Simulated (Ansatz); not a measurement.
Start from `O[SiH](O)O[SiH](F)F` and change one atom or group to get `O[SiH2]O[SiH](F)F`.

Ansatz, PBE0-D4/def2-TZVP geometries, multiplicity 1. Each molecule was computed in one conformer, which needn't be the lowest.

```csv
property,`O[SiH](O)O[SiH](F)F`
LUMO energy (PBE0/def2-TZVPP) / eV,0.52
HOMO–LUMO gap (PBE0/def2-TZVPP) / eV,9.98
HOMO energy (PBE/def2-TZVPP) / eV,-7.73
HOMO–LUMO gap (ωB97M-V/def2-TZVPP) / eV,13.87
HOMO–LUMO gap (B3LYP/def2-TZVPP) / eV,9.33
HOMO energy (PBE0/def2-TZVPP) / eV,-9.46
```

Question: Give the same properties after the change, and the shifts. (Estimate.)

Answer: The calculation gave: 
```
                               property  `O[SiH2]O[SiH](F)F`  shift
     LUMO energy (PBE0/def2-TZVPP) / eV                 0.30  -0.22
   HOMO–LUMO gap (PBE0/def2-TZVPP) / eV                 9.52  -0.46
      HOMO energy (PBE/def2-TZVPP) / eV                -7.75  -0.02
HOMO–LUMO gap (ωB97M-V/def2-TZVPP) / eV                13.34  -0.53
  HOMO–LUMO gap (B3LYP/def2-TZVPP) / eV                 9.00  -0.33
     HOMO energy (PBE0/def2-TZVPP) / eV                -9.23   0.23
```

With PBE0 the HOMO rises by 0.23 eV and the LUMO falls by 0.22 eV, so the gap narrows by about 0.45 eV. PBE moves the HOMO by -0.02 eV and ωB97M-V by 0.38 eV.

B3LYP here is the variant with VWN-RPA as its local correlation; programs differ in this.
